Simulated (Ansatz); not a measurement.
A structure relaxed at PBE0-D4/def2-TZVP, charge 0, multiplicity 1:

```json
{"atom": "B1", "x (Å)": "-2.2331", "y (Å)": "0.7228", "z (Å)": "-0.7343"}
{"atom": "Al2", "x (Å)": "-0.4228", "y (Å)": "-0.2018", "z (Å)": "-0.1129"}
{"atom": "C3", "x (Å)": "-0.1434", "y (Å)": "-2.1287", "z (Å)": "0.0473"}
{"atom": "O4", "x (Å)": "0.8723", "y (Å)": "0.8264", "z (Å)": "0.2549"}
{"atom": "Al5", "x (Å)": "2.1805", "y (Å)": "1.8136", "z (Å)": "0.6163"}
{"atom": "H6", "x (Å)": "-2.4887", "y (Å)": "0.9620", "z (Å)": "-1.8831"}
{"atom": "H7", "x (Å)": "-3.0958", "y (Å)": "1.0511", "z (Å)": "0.0340"}
{"atom": "H8", "x (Å)": "0.3922", "y (Å)": "-2.3793", "z (Å)": "0.9683"}
{"atom": "H9", "x (Å)": "-1.0766", "y (Å)": "-2.6983", "z (Å)": "0.0346"}
{"atom": "H10", "x (Å)": "0.4704", "y (Å)": "-2.4945", "z (Å)": "-0.7838"}
{"atom": "H11", "x (Å)": "2.3050", "y (Å)": "2.4074", "z (Å)": "2.0791"}
{"atom": "H12", "x (Å)": "3.2400", "y (Å)": "2.1192", "z (Å)": "-0.5205"}
```

**Question.** Give its formula and SMILES.

**Answer.** CH7Al2BO, `[BH2][Al]([CH3])[O][AlH2]`.

**Question.** Summarise the bond lengths by kind.

**Answer.** 1 × Al–B 2.126 Å; 2 × B–H 1.201 Å; 1 × Al–C 1.954 Å; 2 × Al–O 1.678 to 1.694 Å; 3 × C–H 1.093 to 1.096 Å; 2 × Al–H 1.584 Å.

Computed with Ansatz.
